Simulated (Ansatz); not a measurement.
Relaxation of BFH6O2Si (11 atoms, charge 0, multiplicity 1), to a largest force component of 0.03 eV/Å in at most 50 steps.

Theory: RKS PBE0/def2-SVP in Ansatz.

```xyz
11
Properties=species:S:1:pos:R:3
B 0.159 0.610 0.017
O -0.719 -0.783 2.037
H -1.427 -1.344 1.700
F 1.396 0.158 -0.150
H -0.731 0.184 -0.679
O -0.070 1.671 0.867
Si 1.041 2.484 1.844
H 1.958 1.522 2.519
H 1.819 3.453 1.019
H 0.232 3.219 2.856
H -1.112 0.117 2.046
```

Question: Where does it end, and by what steps?

Answer: It converged. After 17 steps the energy has fallen by 0.137 eV; H3 moved furthest, 0.88 Å.

```
step  energy less start (eV)  largest force component (eV/Å)  accepted
   0                  0.0000                           0.823       yes
   1                 -0.0261                           0.707       yes
   2                 -0.0420                           1.043       yes
   3                 -0.0647                           0.894       yes
   4                 -0.0894                           1.039       yes
   5                 -0.1090                           0.653       yes
   6                 -0.1196                           0.401       yes
   7                 -0.1245                           0.180       yes
   8                 -0.1280                           0.169       yes
   9                 -0.1304                           0.058       yes
  10                 -0.1314                           0.097       yes
  11                 -0.1325                           0.050       yes
  12                 -0.1334                           0.058       yes
  13                 -0.1347                           0.097       yes
  14                 -0.1354                           0.076       yes
  15                 -0.1361                           0.063       yes
  16                 -0.1365                           0.038       yes
  17                 -0.1366                           0.024       yes
```

```xyz
11
Properties=species:S:1:pos:R:3
B -0.116 0.600 0.356
O -0.615 -0.635 1.691
H -0.667 -1.511 1.286
F 1.098 0.068 0.062
H -1.014 0.393 -0.440
O -0.148 1.776 1.073
Si 1.109 2.560 1.843
H 1.805 1.660 2.813
H 2.105 3.082 0.861
H 0.509 3.703 2.588
H -1.520 -0.406 1.944
```

Whether the end is a true minimum wasn't checked by a vibrational analysis.

Time of the run: 46 s on 2 threads of Arm Neoverse V2 (shared host), peak memory 0.22 GiB.
